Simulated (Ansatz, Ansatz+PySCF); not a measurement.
```xyz
3

O     0.0000    0.0000   -1.8167
C     0.0000    0.0000   -0.5677
S     0.0000    0.0000    1.1212
```

Basis set: def2-SVP (spherical functions). Left uncorrelated: 7 orbitals. Charge 0, multiplicity 1.

Computed with Ansatz (development build ahead of 0.2.0); each method stands on the lowest determinant of its kind that the runs found. Restricted open shells among the atoms or ions are ROHF, correlated in semicanonical orbitals with singles.

The atomization energy at this shape (free ground-state atoms in the same class of orbitals less the molecule, no zero-point energy) of singlet COS:

| method | atomization energy |
| --- | --- |
| RHF-CCSD(T) | 1257.0 kJ/mol |
| RHF-CCSD | 1200.5 kJ/mol |
| RHF-MP2 | 1334.3 kJ/mol |
| UHF | 759.1 kJ/mol |

Q: What does RHF give?

A: 793.0 kJ/mol. Caution: the shape is not the minimum.
